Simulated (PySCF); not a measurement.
# From a computed spectrum to the compound

A species of 5 atoms with charge 3 has these harmonic modes (PBE0, small Gaussian bases with core potentials, PySCF 2.14.0):

```
cm⁻¹  km/mol  symmetry
 268    61.6        b2
 284    69.9        b1
 484    15.6        a1
1171    20.8        b2
1246     5.6        b1
1434   352.0        a1
1531   282.7        a1
3005    92.1        a1
3160   116.0        b2
```

Q: Which species is it, and in which structure?

A: [Lu(H2CO)]3+ (singlet):
```xyz
5

Lu    0.0000    0.0000   -0.3812
O     0.0000    0.0000    1.5901
C     0.0000    0.0000    2.8655
H     0.9749    0.0000    3.4053
H    -0.9749    0.0000    3.4053
```
Ideal gas at 298.15 K and 1 bar: S = 280.7 J/(mol K), Cp = 55.4 J/(mol K), H − H(0 K) = 13.0 kJ/mol (rigid rotor, harmonic modes, spin degeneracy alone). 
 This is one of several that fit.
